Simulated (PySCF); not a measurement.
C4H7FSi, SMILES F[C@]1(CC=C1)[SiH3].

Coordinates come from a PBE0-D3(BJ)/def2-SVP optimisation. The structure was generated by enumeration; whether it is a known compound was not checked.

Two levels are set side by side: TDA-PBE/def2-SVPD (PySCF) and TDA-B3LYP/def2-SVPD (PySCF). Vertical, same geometry. The lowest singlet is HOMO−1→LUMO 54 %, HOMO→LUMO 44 % with PBE and HOMO−1→LUMO 57 %, HOMO→LUMO 40 % with the other functional; states are paired by order. Differences are taken from unrounded values.

```tsv
quantity	TDA-PBE
lowest singlet excitation (eV)	5.50
lowest triplet excitation (TDA) (eV)	4.17
first bright state (f over 0.05) (eV)	6.60
its oscillator strength	0.07
```

**Question.** These are the TDA-PBE values. What does TDA-B3LYP give? (Estimate from the structure and the level; the computed values follow.)

**Answer.** 
| quantity | TDA-B3LYP | TDA-PBE minus TDA-B3LYP |
|---|---|---|
| lowest singlet excitation (eV) | 6.11 | -0.61 |
| lowest triplet excitation (TDA) (eV) | 4.17 | 0.00 |
| first bright state (f over 0.05) (eV) | 6.11 | 0.49 |
| its oscillator strength | 0.07 | 0.00 |

A lower first singlet is the usual sign of a functional without exact exchange. Differences between two approximate levels are no errors against the true value.

Rough cost on one machine, each run with all the roots and properties that it gave: TDA-B3LYP against TDA-PBE about 3 times.
